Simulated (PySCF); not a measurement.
isocyanic acid (CHNO), SMILES N=C=O.

The structure is a stationary point at PBE0-D3(BJ)/def2-TZVP.

Level of theory: PySCF 2.14.0 with TDA-PBE/def2-TZVPD.

Vertical excitations. Isolated molecule, no solvent. State labels are in the subgroup Cs.

### Question
List the lowest excited states. (An estimate is asked for; the answer gives what the named calculation found.)

### Answer

```tsv
state	symmetry	energy (eV)	λ (nm)	f	main pairs
S1	A"	6.60	188	0.001	HOMO→LUMO 98 %
S2	A"	6.84	181	0.010	HOMO→LUMO+1 99 %
S3	A'	7.47	166	0.013	HOMO−1→LUMO+1 98 %
S4	A'	7.72	161	0.012	HOMO−1→LUMO 60 %, HOMO→LUMO+2 38 %
S5	A"	8.44	147	0.013	HOMO→LUMO+3 99 %
S6	A"	8.73	142	0.007	HOMO−1→LUMO+2 96 %
S7	A'	8.99	138	0.093	HOMO−1→LUMO+3 44 %, HOMO→LUMO+5 44 %, HOMO→LUMO+2 8 %
S8	A"	9.10	136	0.003	HOMO→LUMO+4 98 %
S9	A'	9.11	136	0.034	HOMO−1→LUMO+3 50 %, HOMO→LUMO+5 50 %
S10	A'	9.70	128	0.103	HOMO−1→LUMO+4 94 %
T1	A"	6.14	202	0	HOMO→LUMO 98 %
T2	A'	6.38	194	0	HOMO−1→LUMO 93 %
T3	A"	6.60	188	0	HOMO→LUMO+1 100 %
T4	A'	7.09	175	0	HOMO→LUMO+2 93 %
```
Triplets are in the Tamm–Dancoff approximation.
